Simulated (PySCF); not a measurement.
## Two-component Hartree-Fock for Pt (platinum, neutral)

Start: [Xe] 4f14 5d9 6s1; 5d3/2 filled at m_j = -3/2, -1/2, +1/2, +3/2; 5d5/2 filled at m_j = -3/2, -1/2, +1/2, +3/2, +5/2; 6s1/2 filled at m_j = +1/2. Calculated with PySCF 2.14 in x2c-SVPall-2c with one added diffuse shell each of s, d type (8s9p10d2f, 99 functions): generalised Hartree-Fock with the X2C-1e Hamiltonian and a Gaussian nucleus; one run each with spin-orbit coupling (SO) switched off, then screened by Boettger's factors.

```json
{"spinor shell": "1s1/2", "electrons": "2", "ε, spin-free (eV)": "-78826.1", "ε, screened SO (eV)": "-78797.5", "weight of nominal j (screened SO)": "1.000", "rms radius, screened SO (bohr)": "0.0194"}
{"spinor shell": "2s1/2", "electrons": "2", "ε, spin-free (eV)": "-13997.5", "ε, screened SO (eV)": "-13988.6", "weight of nominal j (screened SO)": "1.000", "rms radius, screened SO (bohr)": "0.0782"}
{"spinor shell": "2p1/2", "electrons": "2", "ε, spin-free (eV)": "-12141.8", "ε, screened SO (eV)": "-13385.0", "weight of nominal j (screened SO)": "1.000", "rms radius, screened SO (bohr)": "0.0663"}
{"spinor shell": "2p3/2", "electrons": "4", "ε, spin-free (eV)": "-12141.8", "ε, screened SO (eV)": "-11650.1", "weight of nominal j (screened SO)": "1.000", "rms radius, screened SO (bohr)": "0.0741"}
{"spinor shell": "3s1/2", "electrons": "2", "ε, spin-free (eV)": "-3355.1", "ε, screened SO (eV)": "-3352.1", "weight of nominal j (screened SO)": "1.000", "rms radius, screened SO (bohr)": "0.200"}
{"spinor shell": "3p1/2", "electrons": "2", "ε, spin-free (eV)": "-2805.9", "ε, screened SO (eV)": "-3082.0", "weight of nominal j (screened SO)": "1.000", "rms radius, screened SO (bohr)": "0.191"}
{"spinor shell": "3p3/2", "electrons": "4", "ε, spin-free (eV)": "-2805.9", "ε, screened SO (eV)": "-2694.5", "weight of nominal j (screened SO)": "1.000", "rms radius, screened SO (bohr)": "0.207"}
{"spinor shell": "3d3/2", "electrons": "4", "ε, spin-free (eV)": "-2200.9", "ε, screened SO (eV)": "-2248.4", "weight of nominal j (screened SO)": "1.000", "rms radius, screened SO (bohr)": "0.183"}
{"spinor shell": "3d5/2", "electrons": "6", "ε, spin-free (eV)": "-2200.9", "ε, screened SO (eV)": "-2166.4", "weight of nominal j (screened SO)": "1.000", "rms radius, screened SO (bohr)": "0.186"}
{"spinor shell": "4s1/2", "electrons": "2", "ε, spin-free (eV)": "-756.62", "ε, screened SO (eV)": "-755.72", "weight of nominal j (screened SO)": "1.000", "rms radius, screened SO (bohr)": "0.441"}
{"spinor shell": "4p1/2", "electrons": "2", "ε, spin-free (eV)": "-573.36", "ε, screened SO (eV)": "-639.76", "weight of nominal j (screened SO)": "1.000", "rms radius, screened SO (bohr)": "0.447"}
{"spinor shell": "4p3/2", "electrons": "4", "ε, spin-free (eV)": "-573.36", "ε, screened SO (eV)": "-546.38", "weight of nominal j (screened SO)": "1.000", "rms radius, screened SO (bohr)": "0.480"}
{"spinor shell": "4d3/2", "electrons": "4", "ε, spin-free (eV)": "-345.88", "ε, screened SO (eV)": "-355.87", "weight of nominal j (screened SO)": "1.000", "rms radius, screened SO (bohr)": "0.497"}
{"spinor shell": "4d5/2", "electrons": "6", "ε, spin-free (eV)": "-345.88", "ε, screened SO (eV)": "-338.30", "weight of nominal j (screened SO)": "1.000", "rms radius, screened SO (bohr)": "0.507"}
{"spinor shell": "5s1/2", "electrons": "2", "ε, spin-free (eV)": "-119.91", "ε, screened SO (eV)": "-119.79", "weight of nominal j (screened SO)": "1.000", "rms radius, screened SO (bohr)": "1.03"}
{"spinor shell": "4f5/2", "electrons": "6", "ε, spin-free (eV)": "-91.032", "ε, screened SO (eV)": "-92.630", "weight of nominal j (screened SO)": "0.999", "rms radius, screened SO (bohr)": "0.564"}
{"spinor shell": "4f7/2", "electrons": "8", "ε, spin-free (eV)": "-91.032", "ε, screened SO (eV)": "-89.139", "weight of nominal j (screened SO)": "0.999", "rms radius, screened SO (bohr)": "0.566"}
{"spinor shell": "5p1/2", "electrons": "2", "ε, spin-free (eV)": "-69.467", "ε, screened SO (eV)": "-80.517", "weight of nominal j (screened SO)": "0.998", "rms radius, screened SO (bohr)": "1.16"}
{"spinor shell": "5p3/2", "electrons": "4", "ε, spin-free (eV)": "-69.467", "ε, screened SO (eV)": "-64.806", "weight of nominal j (screened SO)": "0.999", "rms radius, screened SO (bohr)": "1.20"}
{"spinor shell": "5d3/2", "electrons": "4", "ε, spin-free (eV)": "-11.305", "ε, screened SO (eV)": "-12.448", "weight of nominal j (screened SO)": "0.953", "rms radius, screened SO (bohr)": "1.78"}
{"spinor shell": "5d5/2", "electrons": "5", "ε, spin-free (eV)": "-11.305", "ε, screened SO (eV)": "-10.486", "weight of nominal j (screened SO)": "0.958", "rms radius, screened SO (bohr)": "1.88"}
{"spinor shell": "6s1/2", "electrons": "1", "ε, spin-free (eV)": "-7.932", "ε, screened SO (eV)": "-7.946", "weight of nominal j (screened SO)": "0.974", "rms radius, screened SO (bohr)": "3.31"}
```

| quantity | spin-free | screened SO |
| --- | --- | --- |
| E (hartree) | -18398.72066 | -18425.47283 |
| M_J | 3 | 3 |
| ⟨J²⟩ | 12.020 | 12.033 |
| ⟨L²⟩ | 6.018 | 6.161 |
| ⟨S²⟩ | 2.002 | 2.141 |

Each row is a mean over spinors that exchange with the open shell spreads, by up to 4.114 eV (5p3/2).

Breit and QED terms are absent; they matter most for the inner s and p1/2 levels.

Densities and radii are taken from the X2C orbitals without a picture-change correction, which distorts them close to the nucleus.

Without spin-orbit coupling the j labels of p, d and f shells carry no meaning; the spin-free column gives the mean over the occupied spinors of each nl shell.
